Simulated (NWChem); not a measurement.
System meant: MnBr₂, sextet; SMILES [Br][Mn][Br]

The following NWChem deck was run.

```
start job
memory heap 200 mb stack 900 mb global 1100 mb
geometry units angstroms noautoz
  Mn     0.000000     0.000000     0.054698
  Br     2.330518     0.000000     0.055663
  Br    -2.330518     0.000000     0.055663
end
basis spherical
  * library def2-svp
end
dft
  odft
  mult 7
  xc xpbe96 cpbe96
  iterations 150
  mulliken
end
task dft energy
```

End of the output:

```
 Summary of "ao basis" -> "" (spherical)
 ------------------------------------------------------------------------------
       Tag                 Description            Shells   Functions and Types
 ---------------- ------------------------------  ------  ---------------------
 *                          def2-svp                  on all atoms

  pbe96 is a nonlocal functional; adding pw91lda local functional.

                                 NWChem DFT Module
                                 -----------------

 Summary of "ao basis" -> "ao basis" (spherical)
 ------------------------------------------------------------------------------
       Tag                 Description            Shells   Functions and Types
 ---------------- ------------------------------  ------  ---------------------
 Mn                         def2-svp                11       31   5s3p2d1f
 Br                         def2-svp                12       32   5s4p3d

 Summary of "ao basis" -> "ao basis" (spherical)
 ------------------------------------------------------------------------------
       Tag                 Description            Shells   Functions and Types
 ---------------- ------------------------------  ------  ---------------------
 Mn                         def2-svp                11       31   5s3p2d1f
 Br                         def2-svp                12       32   5s4p3d

      Symmetry analysis of basis
      --------------------------

        ag         24
        au          4
        b1g         9
        b1u        12
        b2g         5
        b2u        20
        b3g         9
        b3u        12

  number of electrons :                   95
  multiplicity        :                    7
 ------------------------------------------------------------------------
  no. of electrons and multiplicity not compatible                  95
 ------------------------------------------------------------------------
 ------------------------------------------------------------------------
  current input line :
    18: task dft energy
 ------------------------------------------------------------------------
 ------------------------------------------------------------------------
 There is an error in the input file
 ------------------------------------------------------------------------
 For more information see the NWChem manual at https://nwchemgit.github.io

0: no. of electrons and multiplicity not compatible:Received an Error in Communication
```

**Question.** Find the fault in this run and fix the input.

**Answer.** The program refused the input. Cause: the multiplicity doesn't fit the number of electrons (an even count wants an odd multiplicity, and the reverse). This input runs:
```
start job
memory heap 200 mb stack 900 mb global 1100 mb
geometry units angstroms noautoz
  Mn     0.000000     0.000000     0.054698
  Br     2.330518     0.000000     0.055663
  Br    -2.330518     0.000000     0.055663
end
basis spherical
  * library def2-svp
end
dft
  odft
  mult 6
  xc xpbe96 cpbe96
  iterations 150
  mulliken
end
task dft energy
```
It converges to -6297.65977 Ha (PBE/def2-SVP, spin-unrestricted).
